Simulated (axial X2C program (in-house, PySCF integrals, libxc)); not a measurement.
Low determinants of InP⁺ at the PBE0 level, two-component

Computed with an axial X2C code built on PySCF integrals. Two-component (2c) means X2C with spin–orbit coupling and atomic mean-field two-electron Coulomb and Gaunt terms. Basis: In dyall-cv3z [11s12p9d4f1g], P dyall-v3z [8s7p2d1f] (cores contracted in-house); Gaussian nuclei, density fitting, unrestricted open shells. Masses: In 114.904 u, P 30.974 u.

Search at 2.915 Å (vertical energies from the lowest determinant):

```
ΔE (eV)    state  electrons beyond evenly filled partner blocks  electrons in ±ω = 1/2, 3/2, 5/2, 7/2
   0.00  Ω = 3/2                                        ω = 3/2                             42 17 4 0
   0.53  Ω = 1/2                          2 × ω = -1/2, ω = 3/2                             42 17 4 0
   1.30  Ω = 1/2                                        ω = 1/2                             43 16 4 0
   1.34  Ω = 5/2                           2 × ω = 1/2, ω = 3/2                             42 17 4 0
   1.38  Ω = 1/2                                        ω = 1/2                             41 18 4 0
   4.17  Ω = 5/2                          ω = -1/2, 2 × ω = 3/2                             41 18 4 0
   4.96  Ω = 7/2                           ω = 1/2, 2 × ω = 3/2                             41 18 4 0
```

Lowest determinant, Ω = 3/2 (⟨Sz⟩ = 1.50, ⟨Lz⟩ = 0.00 at PBE0): Re = 2.895 Å, ωe = 120.9 cm⁻¹.

The determinant in row 2 of the search, Ω = 1/2 (⟨Sz⟩ = 0.50, ⟨Lz⟩ = 0.00 at PBE0), was followed along the bond at PBE0; measured from the minimum of the lowest determinant it gives:

Te = 0.500 eV (4033 cm⁻¹), Re = 2.727 Å, ωe = 159.6 cm⁻¹.

Question: Compare the bond of the determinant in row 2 with that of the lowest one.

Answer: At PBE0 its Re is 0.168 Å shorter and its force constant, which goes as ωe², is 1.74 times that of the lowest determinant. This determinant mixes spin states, so it has no term energy of its own.

The search compares states at one distance, so a state with another bond length can lie lower; it is not exhaustive and yields mostly the lowest determinant of each block pattern, so other components and higher states of one pattern are missing. A followed state lies above the atoms to which the lowest one dissociates. These are energies of single determinants, not of spin-adapted states; PBE0 term energies can be off by some tenths of an eV, and the functional has no current term.
